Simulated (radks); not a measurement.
Ionisation of neutral indium, [Kr] 4d10 5s2 5p1, to [Kr] 4d10 5s2 as the strength of local exchange is varied. Method: Dirac Kohn-Sham, Slater X-alpha exchange (alpha = 2/3 is LDA exchange), no correlation, spin-unpolarised, spherical densities, finite nucleus; open shells are shared between the two j in proportion to 2j + 1; Fermi nuclear charge, rms radius 4.6156 fm; computed with a radial shooting solver on a logarithmic mesh with Libxc functionals.

alpha = 0.644: E(In) (hartree) -5868.12128; exchange (hartree) -144.69530; IE (eV) 4.547; -e of the level emptied (eV) 1.684 (5p3/2); <r> of it (bohr) 4.004
alpha = 0.667: E(In) (hartree) -5873.29124; exchange (hartree) -149.99443; IE (eV) 4.676; -e of the level emptied (eV) 1.784 (5p3/2); <r> of it (bohr) 3.948
alpha = 0.706: E(In) (hartree) -5882.06804; exchange (hartree) -159.00049; IE (eV) 4.900; -e of the level emptied (eV) 1.959 (5p3/2); <r> of it (bohr) 3.859
alpha = 0.966: E(In) (hartree) -5940.91235; exchange (hartree) -219.70098; IE (eV) 6.518; -e of the level emptied (eV) 3.294 (5p3/2); <r> of it (bohr) 3.395
alpha = 0.991: E(In) (hartree) -5946.60085; exchange (hartree) -225.59793; IE (eV) 6.685; -e of the level emptied (eV) 3.437 (5p3/2); <r> of it (bohr) 3.359
alpha = 1.044: E(In) (hartree) -5958.67809; exchange (hartree) -238.13440; IE (eV) 7.046; -e of the level emptied (eV) 3.748 (5p3/2); <r> of it (bohr) 3.288

NIST Atomic Spectra Database: 5.786 eV (measured). The Delta-SCF value meets it near alpha = 0.85. Spin polarisation and multiplet splitting are left out, so open shells lie too high by an amount that depends on their filling. Sharing an open shell by 2j + 1 raises it above the true ground level by a part of the spin-orbit splitting, which enters the differences from NIST.

Beside tabulated values, note that spin-unpolarised runs miss the spin-polarisation part of the exchange energy of open shells.
